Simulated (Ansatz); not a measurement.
Reaction (redistribution): `BBC` + `CBSCF` → `BSBC` + `CBCF`

Calculated with Ansatz (gas phase, PBE0-D4/def2-TZVP geometries, no zero-point term in ΔE). CCSD(T)/CBS adds triple-zeta CCSD(T) − MP2 to the extrapolated MP2 energy (def2 sets, frozen cores). Functionals use def2-TZVPP. B3LYP here is the variant with VWN-RPA as its local correlation; programs differ in this. Each species was taken in one conformer, which may not be the lowest.

`BBC`:

Z-matrix (Å, degrees):
```
C
B 1 1.564
H 1 1.091 2 116.3
H 1 1.100 2 106.4 3 120.0
H 1 1.095 2 111.4 3 -126.3
B 2 1.639 1 128.0 3 -9.5
H 2 1.210 1 116.2 3 172.3
H 6 1.201 2 122.0 1 93.1
H 6 1.201 2 122.4 1 -89.2
```

`CBSCF`:

```xyz
11

C    -0.228   -2.010   -0.609
B     0.211   -0.575   -0.195
S    -0.977    0.575    0.460
C    -0.002    2.070    0.722
F    -0.043    2.890   -0.376
H     0.380   -2.753   -0.080
H    -1.282   -2.239   -0.443
H    -0.007   -2.159   -1.673
H     1.345   -0.203   -0.294
H    -0.432    2.609    1.569
H     1.035    1.795    0.918
```

`BSBC`:

Z-matrix (Å, degrees):
```
C
B 1 1.552
H 1 1.097 2 109.5
H 1 1.097 2 109.0 3 -114.1
H 1 1.091 2 115.5 3 123.3
S 2 1.815 1 120.6 3 -124.7
H 2 1.195 1 122.0 3 55.5
B 6 1.789 2 103.7 1 -179.7
H 8 1.191 6 120.3 2 -0.0
H 8 1.192 6 117.2 2 179.9
```

`CBCF`:

Z-matrix (Å, degrees):
```
C
B 1 1.556
H 1 1.097 2 109.4
H 1 1.092 2 115.7 3 122.9
H 1 1.097 2 109.5 3 -114.0
C 2 1.557 1 120.1 3 -122.6
H 2 1.198 1 120.2 3 57.3
F 6 1.387 2 115.7 1 -180.0
H 6 1.101 2 109.7 1 -57.4
H 6 1.101 2 109.5 1 57.6
```

| level | ΔE (kJ/mol) | difference from CCSD(T)/CBS |
| --- | --- | --- |
| PBE-D4 | -116.4 | 11.7 |
| r2SCAN-D4 | -121.9 | 6.2 |
| B3LYP-D4 | -122.6 | 5.5 |
| ωB97M-V | -126.9 | 1.2 |
| B2PLYP | -127.8 | 0.3 |
| PBE | -116.6 | 11.5 |
| r2SCAN | -122.0 | 6.1 |
| PBE0 | -122.7 | 5.4 |
| HF/def2-TZVPP | -132.2 | -4.1 |
| SCS-MP2/def2-TZVPP | -132.1 | -4.0 |
| CCSD/def2-TZVPP | -129.2 | -1.1 |
| CCSD(T)/def2-TZVPP | -128.9 | -0.8 |
| HF/def2-QZVPP | -131.9 | -3.8 |
| SCS-MP2/def2-QZVPP | -131.7 | -3.6 |
| MP2/CBS(def2) | -134.6 | -6.5 |
| CCSD/CBS(def2) | -128.3 | -0.2 |
| CCSD(T)/CBS | -128.1 | 0 |

Largest T1 diagnostic among the species: 0.013.

From PBE to PBE0 (25 % exact exchange), in def2-TZVPP and without D4, ΔE moves by −6.2 kJ/mol.
